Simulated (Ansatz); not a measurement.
Reactions of C₃H₃I (`IC1C=C1`).

Calculated with Ansatz (gas phase, PBE0-D4/def2-TZVP geometries, no zero-point term in ΔE). CCSD(T)/CBS adds triple-zeta CCSD(T) − MP2 to the extrapolated MP2 energy (def2 sets, frozen cores). This one scheme is used for every species, atoms too. Open shells (•) are unrestricted, without spin–orbit coupling. Spin–orbit coupling would lower the free atoms: a little for C; strongly for I. Elements past krypton have def2 core potentials. Bonds to I are less sure, by a few kJ/mol each and by 10 to 20 or more in all where they break to atoms, as the def2 sets lack core-valence functions.

**Question.** Order these by ΔE at CCSD(T)/CBS, lowest first. (Estimate.)
A. `IC1C=C1` + HCl → `ClC1C=C1` + HI
B. `IC1C=C1` → 3 C• + 3 H• + I•
C. `IC1C=C1` → `[CH]1C=C1`• + I•
D. `IC1C=C1` + H–F → `FC1C=C1` + HI

**Answer.** A (+15.8 kJ/mol), D (+29.7 kJ/mol), C (+290.5 kJ/mol), B (+2684.1 kJ/mol).

Largest T1 diagnostic: 0.012, for `[CH]1C=C1`•.
